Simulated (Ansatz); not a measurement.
Mulliken charges of `CO[SiH](F)[SeH]` from PBE/def2-TZVPP in Ansatz (PBE0-D4/def2-TZVP geometry).

| atom | x (Å) | y (Å) | z (Å) | charge (e) |
| --- | --- | --- | --- | --- |
| C1 | 0.342 | 1.418 | 0.545 | -0.136 |
| O2 | 0.846 | 0.321 | -0.187 | -0.272 |
| Si3 | 0.293 | -1.202 | -0.131 | 0.565 |
| F4 | 1.150 | -1.973 | -1.221 | -0.259 |
| Se5 | -1.923 | -1.344 | -0.572 | -0.179 |
| H6 | 0.574 | 1.320 | 1.610 | 0.100 |
| H7 | 0.820 | 2.321 | 0.165 | 0.111 |
| H8 | -0.742 | 1.511 | 0.427 | 0.094 |
| H9 | 0.499 | -1.853 | 1.180 | -0.092 |
| H10 | -1.776 | -0.571 | -1.814 | 0.068 |

Problem. By hand: the dipole of these point charges (1 e Å = 4.8032 D).

Solution. Σ q r = (-0.153, 0.456, 0.309) e Å, of length 0.572 e Å = 2.75 D.

Problem. How does the dipole of the full density compare? (Best estimate.)

Solution. The calculation gave: (-0.133, 0.350, 0.222) e Å, 2.09 D; the point charges give 1.32 times that, at 3° from its direction.

Point charges leave out the atoms' own dipoles, such as those of lone pairs, and Mulliken's split depends on the basis, so the two needn't agree.
